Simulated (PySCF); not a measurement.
**NMR data sheet: C$_{4}$H$_{14}$N$_{2}$Si$_{2}$**

```yaml
Formula: C4H14N2Si2
SMILES: C=C[Si@@H]([SiH2]N)N(C)C
Point_group_of_the_computed_structure: C1
Degrees_of_unsaturation: 1
Carbon_signals: 3
Proton_signals: 8
```

Molfile (atoms numbered from 1):
```
C4H14N2Si2
     RDKit          3D

 22 21  0  0  0  0  0  0  0  0999 V2000
   -0.8127    2.8887   -0.2285 C   0  0  0  0  0  0  0  0  0  0  0  0
   -0.9665    1.6150   -0.5487 C   0  0  0  0  0  0  0  0  0  0  0  0
   -0.3096    0.1679    0.4823 Si  0  0  1  0  0  4  0  0  0  0  0  0
   -1.4205   -1.7791   -0.0887 Si  0  0  0  0  0  4  0  0  0  0  0  0
   -2.9750   -1.7035    0.6587 N   0  0  0  0  0  0  0  0  0  0  0  0
    1.4012    0.1392    0.2054 N   0  0  0  0  0  0  0  0  0  0  0  0
    1.9707    0.4418   -1.0819 C   0  0  0  0  0  0  0  0  0  0  0  0
    2.2225   -0.7633    0.9688 C   0  0  0  0  0  0  0  0  0  0  0  0
   -0.2749    3.1791    0.6592 H   0  0  0  0  0  0  0  0  0  0  0  0
   -1.2014    3.6994   -0.8287 H   0  0  0  0  0  0  0  0  0  0  0  0
   -1.5228    1.3797   -1.4503 H   0  0  0  0  0  0  0  0  0  0  0  0
   -0.3858    0.5512    1.9067 H   0  0  0  0  0  0  0  0  0  0  0  0
   -1.4868   -2.0169   -1.5533 H   0  0  0  0  0  0  0  0  0  0  0  0
   -0.8540   -3.0246    0.4509 H   0  0  0  0  0  0  0  0  0  0  0  0
   -3.5121   -0.8545    0.5943 H   0  0  0  0  0  0  0  0  0  0  0  0
   -3.5905   -2.4974    0.5869 H   0  0  0  0  0  0  0  0  0  0  0  0
    2.0803   -0.4526   -1.7097 H   0  0  0  0  0  0  0  0  0  0  0  0
    1.3350    1.1571   -1.5975 H   0  0  0  0  0  0  0  0  0  0  0  0
    2.9619    0.8868   -0.9519 H   0  0  0  0  0  0  0  0  0  0  0  0
    2.3204   -1.7443    0.4848 H   0  0  0  0  0  0  0  0  0  0  0  0
    3.2257   -0.3434    1.0871 H   0  0  0  0  0  0  0  0  0  0  0  0
    1.7844   -0.9068    1.9532 H   0  0  0  0  0  0  0  0  0  0  0  0
  1  2  2  0
  2  3  1  0
  3  4  1  0
  4  5  1  0
  3  6  1  0
  6  7  1  0
  6  8  1  0
  1  9  1  0
  1 10  1  0
  2 11  1  0
  3 12  1  1
  4 13  1  0
  4 14  1  0
  5 15  1  0
  5 16  1  0
  7 17  1  0
  7 18  1  0
  7 19  1  0
  8 20  1  0
  8 21  1  0
  8 22  1  0
M  END
```

Theoretical values (PySCF 2.14.0 with density-fitted response routines): geometry from GFN2-xTB, shieldings: GIAO PBE0/pcSseg-1. Single conformer, gas phase, rapidly exchanging positions averaged, non-relativistic.

Scale: 1H (31.72 ppm), 13C (186.93 ppm), 29Si (349.16 ppm) against TMS; 15N (267.73 ppm) vs NH3 (reference shieldings calculated alike).

| carbon | δC, type | δH (multiplicity) | HMBC from (2–3 bonds) | span of the C tensor (ppm) |
| --- | --- | --- | --- | --- |
| C1 | 147.4, CH2 | H9 6.40 (m); H10 6.84 (m) | H11, H12 | 250 |
| C2 | 142.3, CH | 6.62 (m) | H10, H9, H12, H13, H14 | 253 |
| C7/C8 | 41.0, CH3 | 2.51 (s) | H12, H17/H18/H19/H20/H21/H22 | 62 |

Other nuclei:
| atoms | nucleus | environment | δ (ppm) | σ (ppm) |
| --- | --- | --- | --- | --- |
| H12 | 1H | hydrogen on a silicon bonded to C, N, Si | 5.20 | 26.51 |
| H13 | 1H | hydrogen on a silicon bonded to N, Si | 5.16 | 26.56 |
| H14 | 1H | hydrogen on a silicon bonded to N, Si | 4.95 | 26.76 |
| H15/H16 | 1H | hydrogen on a nitrogen bonded to Si | -0.52 | 32.24 |
| Si3 | 29Si | silicon bonded to C, N, Si, H | -23.7 | 372.9 |
| Si4 | 29Si | silicon bonded to N, Si, 2 H | -66.6 | 415.8 |
| N6 | 15N | nitrogen bonded to 2 C, Si | 14.5 | 253.2 |
| N5 | 15N | nitrogen bonded to Si, 2 H | -7.5 | 275.2 |

- Carbon types of the structure: 1 × CH, 1 × CH2, 2 × CH3, leaving 5 H on heteroatoms.
- δC 147.4: terminal =CH2 carbon; an sp2 carbon of a C=C bond.
- δC 142.3: alkene CH; an sp2 carbon of a C=C bond.
- δC 41.0: methyl carbon bonded to N; deshielded by the electronegative neighbour.
- δH 2.51: hydrogen on a methyl carbon bonded to N; its carbon carries N, hence the downfield position.
- δH -0.52: hydrogen on a nitrogen bonded to Si; exchangeable, gas-phase position.

OH/NH shifts are gas-phase values; hydrogen bonding in solution moves them, usually downfield. Shifts are as computed. Against solution values, carbons near 30 ppm lie about +3 ppm off and those near 130 ppm about +5 ppm. Of 1309 compounds with measured shifts, 239 miss one by over three times the rms of a fit or turn the order of signals round; such compounds aren't used in these exercises. Experimental scales use liquid or dissolved standards, which lie at an offset from isolated NH3 (liquid NH3: subtract about 20 ppm). No couplings were computed; multiplicities are counted from neighbouring protons, with m where these are inequivalent, close in shift, in a saturated or five-membered ring or joined by F or P, and br s for small geminal =CH2 splittings.
